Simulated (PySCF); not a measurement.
# Steps of a relaxation of [Lu(NH3)3]3+

[Lu(NH3)3]3+ (singlet in the valence; each metal's 4f electrons, 14 of them, lie in its core potential, out of spins and levels; a saddle point, relaxed within its symmetry). PySCF 2.14.0, RKS TPSS, Lu lcecp-1-SVP with ECP60, N def2-SVP, H def2-SVP; non-relativistic Hamiltonian with scalar-relativistic core potentials where named; density fitting; no spin-orbit coupling. Origin of the start: template. Columns: position (Å) and force (eV/Å). Energies are counted from the last step; some of the 7 steps are shown. Forces carry noise of the integration grid, about 0.01 to 0.03 eV/Å.

Run from Python with OMP_NUM_THREADS=2. Where DIIS fails, smearing, a level shift and second-order steps follow.
It took 70 s on 2 threads of Arm Neoverse V1 (shared host), from the converged density of the start.

```xyz
13
step 0  E = 0.210 eV
Lu    0.0000    0.0000    0.0000     0.00    0.00    0.00
N     2.4450    0.0000    0.0000    -2.08    0.03    0.00
H     2.8430   -0.4696    0.8133     0.53   -0.37    0.63
H     2.8430   -0.4696   -0.8133     0.53   -0.37   -0.63
H     2.8430    0.9392    0.0000     0.52    0.71    0.00
N    -1.2225    2.1174    0.0000     1.02   -1.82    0.00
H    -1.0148    2.6969    0.8133     0.06    0.65    0.63
H    -1.0148    2.6969   -0.8133     0.06    0.65   -0.63
H    -2.2348    1.9925    0.0000    -0.88    0.10    0.00
N    -1.2225   -2.1174    0.0000     1.07    1.79    0.00
H    -1.8282   -2.2273    0.8133    -0.59   -0.28    0.63
H    -1.8282   -2.2273   -0.8133    -0.59   -0.28   -0.63
H    -0.6081   -2.9317    0.0000     0.36   -0.81    0.00
```

```xyz
13
step 2  E = 0.012 eV
Lu    0.0000    0.0000    0.0000     0.00    0.00    0.00
N     2.3856    0.0009    0.0000    -0.05    0.00    0.00
H     2.8384   -0.4729    0.8173    -0.06    0.05   -0.08
H     2.8384   -0.4729   -0.8173    -0.06    0.05    0.08
H     2.8383    0.9450    0.0000    -0.06   -0.10    0.00
N    -1.1936    2.0655    0.0000     0.03   -0.04    0.00
H    -1.0096    2.6946    0.8173    -0.01   -0.08   -0.08
H    -1.0096    2.6946   -0.8173    -0.01   -0.08    0.08
H    -2.2376    1.9855    0.0000     0.12    0.00    0.00
N    -1.1920   -2.0664    0.0000     0.03    0.04    0.00
H    -1.8287   -2.2216    0.8173     0.07    0.03   -0.08
H    -1.8287   -2.2216   -0.8173     0.07    0.03    0.08
H    -0.6007   -2.9305    0.0000    -0.06    0.10    0.00
```

```xyz
13
step 4  E = 0.001 eV
Lu    0.0000    0.0000    0.0000     0.00    0.00    0.00
N     2.3590    0.0010    0.0000     0.05    0.00    0.00
H     2.8149   -0.4707    0.8138    -0.03   -0.01    0.01
H     2.8149   -0.4707   -0.8138    -0.03   -0.01   -0.01
H     2.8152    0.9406    0.0000    -0.03    0.01    0.00
N    -1.1804    2.0425    0.0000    -0.03    0.05    0.00
H    -0.9998    2.6731    0.8138     0.02   -0.02    0.01
H    -0.9998    2.6731   -0.8138     0.02   -0.02   -0.01
H    -2.2222    1.9677    0.0000     0.00   -0.03    0.00
N    -1.1787   -2.0435    0.0000    -0.03   -0.05    0.00
H    -1.8151   -2.2024    0.8138     0.01    0.03    0.01
H    -1.8151   -2.2024   -0.8138     0.01    0.03   -0.01
H    -0.5930   -2.9084    0.0000     0.02    0.02    0.00
```

Task: Where does the relaxation end?

Result: It converges at step 6 in C3h:
```xyz
13
step 6  E = 0
Lu    0.0000    0.0000    0.0000
N     2.3564    0.0011    0.0000
H     2.8082   -0.4715    0.8150
H     2.8082   -0.4715   -0.8150
H     2.8088    0.9423    0.0000
N    -1.1792    2.0402    0.0000
H    -0.9958    2.6677    0.8150
H    -0.9958    2.6677   -0.8150
H    -2.2204    1.9613    0.0000
N    -1.1772   -2.0413    0.0000
H    -1.8124   -2.1962    0.8150
H    -1.8124   -2.1962   -0.8150
H    -0.5884   -2.9036    0.0000
```

Task: How did the contacts change?

Result: 
| contact | start (Å) | end (Å) |
| --- | --- | --- |
| Lu1–N2 (NH3) | 2.445 | 2.356 |
| Lu1–N6 (NH3) | 2.445 | 2.356 |
| Lu1–N10 (NH3) | 2.445 | 2.356 |


An lcecp potential fixes the number of 4f electrons, so in runs with it no electron can move into or out of that shell.
